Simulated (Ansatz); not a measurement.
C$_{2}$H$_{4}$BrClSi, SMILES `C=C[SiH](Cl)Br`, relaxed with RKS PBE0-D4/def2-TZVP in the Gaussian-basis code of Ansatz from a PBE-D4/def2-SVP geometry. The force threshold is 0.005 eV/Å; the program also tests the step.

The species carries charge 0 and has multiplicity 1.

Start:

```xyz
9

C    -1.564    0.010    0.439
C    -0.299   -0.449    0.530
Si    1.068    0.259   -0.512
Cl    2.571    1.024    0.704
Br    1.945   -1.353   -1.796
H    -1.841    0.824   -0.253
H    -2.383   -0.405    1.052
H    -0.062   -1.266    1.235
H     0.564    1.355   -1.399
```

How much energy does the relaxation release, and in how many steps? (Best estimate.)

Computed: 4.85 kJ/mol, in 6 steps.

Which bonds change most? (Estimate.)

Ansatz gave: Si3–Cl4 from 2.079 to 2.047 Å; Si3–Br5 from 2.239 to 2.214 Å; Si3–H9 from 1.497 to 1.477 Å; C2–Si3 from 1.859 to 1.840 Å.

Give the relaxed structure. (An estimate is asked.)

The calculation gave: 
```xyz
9

C    -1.540    0.011    0.433
C    -0.297   -0.451    0.534
Si    1.053    0.251   -0.501
Cl    2.539    1.016    0.682
Br    1.932   -1.325   -1.784
H    -1.799    0.813   -0.253
H    -2.354   -0.389    1.030
H    -0.076   -1.256    1.231
H     0.543    1.330   -1.372
```
